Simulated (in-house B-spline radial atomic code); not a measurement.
Checks on a self-consistent run for Er³⁺, [Kr] 4d10 (4f5/2)4 (4f7/2)7 5s2 (5p1/2)1 (5p3/2)4 (7g7/2)1. Level of theory: Dirac-Hartree-Fock, average of the jj configuration, Fermi nucleus of rms radius 5.2516 fm; calculated with a B-spline radial code for spherical atoms.

```
orbital  q       ε (Eh)      <1/r>         <r²>  small-component weight
  1s1/2  2  -2127.03410      77.54  0.000567817                0.064778
  2s1/2  2   -363.40947    18.6659   0.00876422                 0.01449
  2p1/2  2   -345.39212     18.596    0.0063451                0.014499
  2p3/2  4   -311.62155    16.1434   0.00755856                0.013318
  3s1/2  2    -84.82322    6.84785    0.0576059               0.0046915
  3p1/2  2    -76.91574    6.75008    0.0534738                0.004618
  3p3/2  4    -69.71725     6.1274    0.0602188               0.0042908
  3d3/2  4    -56.38178    5.99614     0.047547               0.0041497
  3d5/2  6    -54.85414    5.84154    0.0494789               0.0040524
  4s1/2  2    -19.14308    2.83866     0.291478               0.0014765
  4p1/2  2    -15.89422    2.72386       0.3061               0.0013895
  4p3/2  4    -14.30747    2.52531     0.340794               0.0012841
  4d3/2  4     -8.92197    2.29894     0.385889               0.0010989
  4d5/2  6     -8.71016    2.24629     0.401319               0.0010663
  4f5/2  4     -2.27510    1.75439     0.668991              0.00069199
  4f7/2  7     -2.26025    1.73065     0.689284              0.00067707
  5s1/2  2     -3.88385    1.07182      1.70669              0.00030134
  5p1/2  1     -2.93755    0.96926       2.0568              0.00025372
  5p3/2  4     -2.67042   0.900469      2.31871              0.00022494
  7g7/2  1     -0.16356  0.0821819      283.299              4.4068e-06
```

Electron-electron repulsion V_ee = 4751.7306 hartree.

Question: What total energy follows from the eigenvalues?

Answer: The eigenvalues count the repulsion twice, so E = Σqε - V_ee = -8336.882 - 4751.731 = -13088.613 hartree; the run printed -13088.613.

Question: Does the Dirac virial theorem hold?

Answer: For a point nucleus E = -2c²Σq·w, with w the small-component weight. Here Σq·w = 0.34843 and c = 137.0360, so the ratio E/(-2c²Σq·w) is 1.000176; the finite nucleus accounts for the departure from 1.

Question: What diamagnetic shielding (Lamb formula) and susceptibility (Langevin formula) do the radii give?

Answer: σ = (α²/3)Σq<1/r> = 474.746/(3·137.036²) = 8426.9 ppm, and χ = -0.79199×10⁻⁶·Σq<r²> = -247.9×10⁻⁶ cm³/mol with Σq<r²> = 313.07 bohr². Both are non-relativistic formulas without the paramagnetism of open shells; for so heavy an element the full relativistic shielding is larger by tens of per cent.
